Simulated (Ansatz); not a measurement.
PBE exchange is replaced step by step with exact exchange (0 % is PBE, 25 % PBE0; no dispersion term), basis def2-TZVPD, Ansatz. System: BaSe₂⁻ (the lowest doublet isomer of a short search). Total charge -1; doublet. Geometry: PBE-D4/def2-TZVPD, each spin state at its own.

Geometry of the doublet:

```
atom   x (Å)   y (Å)   z (Å)
 Ba1  -0.001  -0.002  -0.002
 Se2   2.273   0.684  -1.583
 Se3  -2.273  -0.682   1.585
```

In the def2 sets Ba takes a core potential; there is no spin–orbit coupling. At PBE-D4/def2-TZVPD, PBE with 5 % exact exchange/def2-TZVPD, PBE with 10 % exact exchange/def2-TZVPD, PBE with 15 % exact exchange/def2-TZVPD and others the highest occupied level of the charge -1 quartet lies above zero (up to 0.63 eV). It is a level of α spin, whose loss leaves a triplet; that state wasn't run at this geometry and level. The electron is either unbound and held by the finite basis, or the level is raised by self-interaction error. At PBE-D4/def2-TZVPD the gap within one spin of the charge -1 quartet nearly closes, so an electron or hole may be smeared out by delocalisation error. The structure comes from a short search, and lower isomers may exist.

HOMO and LUMO are taken over both spins.

```csv
exact exchange (%),HOMO (eV),LUMO (eV),gap (eV),⟨S²⟩,quartet − doublet (kJ/mol)
0,-0.64,-0.05,0.60,0.753,180.2
5,-0.83,0.06,0.89,0.753,184.3
10,-1.01,0.17,1.18,0.754,183.9
15,-1.20,0.27,1.47,0.755,180.8
25,-1.57,0.49,2.06,0.757,171.4
35,-1.91,0.70,2.61,0.760,160.6
50,-2.15,1.04,3.19,0.765,143.8
```

The spin gap doesn't follow a straight line here, which points to a change of state along the sweep.
